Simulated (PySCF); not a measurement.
PySCF input file for CH4ClFOSi, SMILES OC[Si@@H](F)Cl, PBE-D3(BJ)/def2-SVP. Coordinates come from a PBE-D3(BJ)/def2-SVP optimisation. The structure was generated by enumeration; whether it is a known compound was not checked. The values are those of a single conformer.

```python
import numpy as np
from pyscf import gto, scf, dft, df
from pyscf.hessian import thermo

mol = gto.M(
    atom='''
    O    -2.16560693    1.00001558    0.28677592
    C    -1.60723514   -0.20275835   -0.23740230
    Si    0.16641888   -0.42298583    0.38444301
    F     0.72861519   -1.90767635   -0.01824368
    Cl    1.40859886    0.99607181   -0.46193102
    H    -2.28613817    0.87606095    1.24646157
    H    -1.59601623   -0.10644484   -1.34375634
    H    -2.21901862   -1.11197245   -0.01264121
    H     0.23585764   -0.28355014    1.87496083
    ''',
    basis='def2-SVP',
    charge=0,
    spin=0,
    max_memory=1600,
    verbose=3,
)
mf = dft.RKS(mol, xc='pbe').density_fit(auxbasis='def2-universal-jkfit')
mf.disp = 'd3bj'
mf.grids.level = 3
mf.conv_tol = 1e-11
mf.max_cycle = 100
mf.kernel()

# [left out here: the lines that compute and print the analytic Hessian (its translational invariance restored by hand, since the grid's response is missing), thermochemistry and intensities]
```

It prints:

```
converged SCF energy = -964.403959293253

WARN: DFTD3 does not support analytical Hessian, using finite difference


WARN: Mole.unit (angstrom) is changed to Bohr

Mode                                 0                   1                   2
Irrep
Freq [cm^-1]                       72.6531            121.8531            204.5475
Reduced mass [au]                   4.3393              4.7036              2.9582
Force const [Dyne/A]                0.0135              0.0411              0.0729
Char temp [K]                     104.5316            175.3195            294.2983
Normal mode                   x     y     z       x     y     z       x     y     z
       0   O                 0.10  0.08 -0.09    0.12  0.02  0.07   -0.01 -0.01 -0.02
       1   C                -0.00 -0.04  0.07    0.01  0.04 -0.10    0.10  0.05 -0.03
       2  Si                 0.01 -0.04  0.02   -0.03 -0.03 -0.03    0.06 -0.02  0.07
       3   F                 0.03 -0.02 -0.04    0.06 -0.02  0.07   -0.07 -0.04 -0.02
       4  Cl                -0.07  0.02  0.02   -0.06  0.00 -0.00   -0.05  0.02 -0.03
       5   H                 0.11  0.23 -0.07    0.05 -0.13  0.04   -0.27 -0.13 -0.07
       6   H                -0.04 -0.21  0.05    0.05  0.21 -0.09    0.29  0.16 -0.02
       7   H                -0.06  0.04  0.23   -0.08  0.07 -0.25    0.08  0.02 -0.23
       8   H                 0.06 -0.08  0.02   -0.14  0.01 -0.03    0.17 -0.07  0.07
Mode                                 3                   4                   5
Irrep
Freq [cm^-1]                      229.7330            308.3395            335.2942
Reduced mass [au]                   6.6731              4.0071              1.4768
Force const [Dyne/A]                0.2075              0.2245              0.0978
Char temp [K]                     330.5346            443.6319            482.4137
Normal mode                   x     y     z       x     y     z       x     y     z
       0   O                 0.04 -0.04  0.01    0.14 -0.04  0.01    0.01 -0.05 -0.01
       1   C                 0.01 -0.05 -0.01    0.01 -0.10 -0.02    0.06 -0.01 -0.03
       2  Si                 0.02  0.00 -0.06   -0.04  0.05  0.03   -0.01  0.03  0.04
       3   F                -0.12 -0.08  0.06   -0.06  0.07 -0.03   -0.03  0.06 -0.03
       4  Cl                 0.01  0.08  0.01    0.01 -0.01 -0.00   -0.02 -0.03 -0.00
       5   H                 0.26  0.03  0.05   -0.32 -0.24 -0.08    0.74  0.21  0.12
       6   H                -0.08 -0.08 -0.01   -0.02 -0.13 -0.02    0.15  0.07 -0.03
       7   H                 0.06 -0.05  0.08   -0.02 -0.06  0.04    0.05 -0.04 -0.14
       8   H                 0.01  0.06 -0.06   -0.06  0.08  0.02   -0.06  0.04  0.05
Mode                                 6                   7                   8
Irrep
Freq [cm^-1]                      530.9955            665.8458            714.8395
Reduced mass [au]                   7.9565              1.3456              3.4135
Force const [Dyne/A]                1.3218              0.3515              1.0277
Char temp [K]                     763.9844            958.0039           1028.4949
Normal mode                   x     y     z       x     y     z       x     y     z
       0   O                -0.01  0.00  0.00   -0.01 -0.00  0.01   -0.01  0.02  0.02
       1   C                 0.08  0.03  0.01    0.11  0.06 -0.02   -0.11 -0.01 -0.13
       2  Si                 0.06  0.06 -0.08   -0.03 -0.02  0.02    0.09  0.03  0.06
       3   F                -0.01  0.02  0.02    0.00 -0.00 -0.00   -0.00 -0.03 -0.02
       4  Cl                -0.07 -0.07  0.05    0.01  0.01 -0.02   -0.01 -0.01  0.00
       5   H                -0.09 -0.05 -0.01   -0.02 -0.07 -0.00    0.09 -0.10  0.01
       6   H                -0.07 -0.06  0.00   -0.24 -0.16 -0.04   -0.40 -0.07 -0.13
       7   H                 0.19 -0.01  0.15    0.34 -0.01  0.34   -0.10  0.04  0.11
       8   H                 0.04  0.08 -0.08   -0.56 -0.30  0.07   -0.13  0.05  0.07
Mode                                 9                  10                  11
Irrep
Freq [cm^-1]                      794.4215            847.7439            888.9589
Reduced mass [au]                   1.2687              1.3380              5.5976
Force const [Dyne/A]                0.4718              0.5665              2.6062
Char temp [K]                    1142.9956           1219.7147           1279.0140
Normal mode                   x     y     z       x     y     z       x     y     z
       0   O                 0.01 -0.00  0.00    0.00  0.01 -0.01    0.01 -0.00 -0.00
       1   C                -0.03 -0.01 -0.03   -0.04 -0.06  0.08   -0.00 -0.01  0.00
       2  Si                 0.01 -0.01 -0.02    0.06  0.02 -0.02   -0.05  0.12  0.01
       3   F                -0.03  0.08  0.05   -0.02  0.01  0.01    0.05 -0.13 -0.03
       4  Cl                 0.00 -0.00 -0.00   -0.00 -0.00 -0.00   -0.00 -0.01  0.00
       5   H                 0.05 -0.03  0.00   -0.08  0.13 -0.00    0.03  0.02  0.00
       6   H                -0.07 -0.02 -0.04    0.22  0.18  0.10    0.07 -0.00  0.01
       7   H                -0.02 -0.00  0.01   -0.22 -0.02 -0.27    0.04 -0.04 -0.01
       8   H                 0.37 -0.79  0.04   -0.64 -0.29  0.05    0.12 -0.34  0.05
Mode                                12                  13                  14
Irrep
Freq [cm^-1]                     1034.9965           1114.5789           1242.4172
Reduced mass [au]                   5.5695              1.0755              1.3299
Force const [Dyne/A]                3.5151              0.7872              1.2095
Char temp [K]                    1489.1295           1603.6309           1787.5617
Normal mode                   x     y     z       x     y     z       x     y     z
       0   O                -0.07  0.15  0.06    0.01  0.02  0.01   -0.02 -0.02 -0.00
       1   C                 0.07 -0.16 -0.06    0.02 -0.06 -0.02    0.14 -0.04  0.01
       2  Si                -0.01 -0.00 -0.00   -0.00 -0.01  0.01   -0.01  0.01  0.00
       3   F                -0.00  0.00  0.00   -0.00  0.00 -0.00    0.00 -0.01 -0.00
       4  Cl                 0.00  0.00 -0.00   -0.00  0.00 -0.00    0.00  0.00 -0.00
       5   H                 0.07 -0.14  0.05   -0.23  0.55  0.05   -0.04  0.09  0.01
       6   H                 0.19 -0.19 -0.06   -0.38  0.38  0.02   -0.47  0.08  0.01
       7   H                 0.03 -0.10 -0.03    0.35 -0.34 -0.18   -0.56  0.41 -0.10
       8   H                 0.01  0.01 -0.02    0.08  0.02 -0.00    0.05 -0.02 -0.02
Mode                                15                  16                  17
Irrep
Freq [cm^-1]                     1333.5818           1389.5602           2189.8266
Reduced mass [au]                   1.2021              1.0655              1.0427
Force const [Dyne/A]                1.2596              1.2121              2.9458
Char temp [K]                    1918.7273           1999.2678           3150.6729
Normal mode                   x     y     z       x     y     z       x     y     z
       0   O                 0.00  0.04 -0.06    0.01  0.00  0.02    0.00 -0.00 -0.00
       1   C                 0.00 -0.01  0.09    0.00  0.06  0.03   -0.00  0.00  0.00
       2  Si                -0.00 -0.00  0.00    0.00  0.00  0.00    0.00  0.00  0.03
       3   F                 0.00 -0.00 -0.00    0.00 -0.00  0.00    0.00 -0.00  0.00
       4  Cl                 0.00  0.00 -0.00   -0.00 -0.00 -0.00    0.00 -0.00 -0.00
       5   H                 0.26 -0.62 -0.10   -0.03  0.11  0.02    0.01 -0.00 -0.00
       6   H                -0.37  0.28  0.12   -0.19 -0.69 -0.06    0.01  0.00  0.00
       7   H                 0.14 -0.21 -0.26    0.03 -0.15 -0.62    0.00 -0.01  0.00
       8   H                 0.01  0.01  0.00   -0.01 -0.01 -0.00   -0.06 -0.09 -0.97
Mode                                18                  19                  20
Irrep
Freq [cm^-1]                     2908.0100           3026.0321           3699.3794
Reduced mass [au]                   1.0692              1.0934              1.0670
Force const [Dyne/A]                5.3274              5.8991              8.6032
Char temp [K]                    4183.9790           4353.7865           5322.5833
Normal mode                   x     y     z       x     y     z       x     y     z
       0   O                 0.00 -0.00 -0.00   -0.00 -0.00  0.00    0.01  0.01 -0.06
       1   C                -0.04 -0.06 -0.00    0.01  0.02 -0.08   -0.00  0.00 -0.00
       2  Si                 0.00 -0.00  0.00    0.00  0.00 -0.00    0.00  0.00  0.00
       3   F                -0.00  0.00 -0.00   -0.00  0.00  0.00   -0.00  0.00 -0.00
       4  Cl                 0.00  0.00 -0.00   -0.00 -0.00  0.00   -0.00 -0.00 -0.00
       5   H                 0.01  0.00 -0.00   -0.00  0.01 -0.01   -0.13 -0.11  0.95
       6   H                -0.02 -0.03  0.24   -0.00 -0.09  0.92    0.00 -0.00  0.01
       7   H                 0.52  0.75 -0.21   -0.13 -0.17  0.04   -0.00  0.00  0.00
       8   H                -0.00 -0.00 -0.00    0.00  0.00  0.00    0.00 -0.00 -0.00
temperature 298.1500 [K]
pressure 101325.00 [Pa]
Rotational constants [GHz] 3.51005 2.31247 1.51541
Symmetry number 1
Zero-point energy (ZPE) 0.05389 [Eh]   141479.996 [J/mol]
                           tot       elec      trans        rot        vib
Entropy [J/mol/K]       349.295      0.000    167.877    115.729     65.689
Cv [J/mol/K]             93.787      0.000     12.472     12.472     68.844
Cp [J/mol/K]            102.101      0.000     20.786     12.472     68.844
Internal energy [J/mol]                      3718.434   3718.434 152151.813
Internal energy [Eh]   -964.34318  -964.40396
Enthalpy [J/mol]                             6197.391   3718.434 152151.813
Enthalpy [Eh]          -964.34223
Gibbs free energy [J/mol]                  -43855.140 -30786.182 132566.733
Gibbs free energy [Eh] -964.38190
mode   freq/cm-1   IR/(km/mol)
   1       72.65         2.511
   2      121.85        10.179
   3      204.55         3.507
   4      229.73        20.825
   5      308.34        39.444
   6      335.29       111.411
   7      531.00        50.881
   8      665.85         6.972
   9      714.84        63.286
  10      794.42         9.874
  11      847.74       154.230
  12      888.96       183.151
  13     1035.00        78.504
  14     1114.58        31.572
  15     1242.42         0.622
  16     1333.58        25.493
  17     1389.56         5.357
  18     2189.83       117.224
  19     2908.01        34.631
  20     3026.03         4.954
  21     3699.38        28.544
max |gradient| / (hartree/bohr): 0.00011448635824809418
APT charges: [-0.5293  0.1097  1.6056 -0.6177 -0.501   0.2537  0.0105 -0.0541 -0.2773]
```

The calculation finished and met its thresholds.
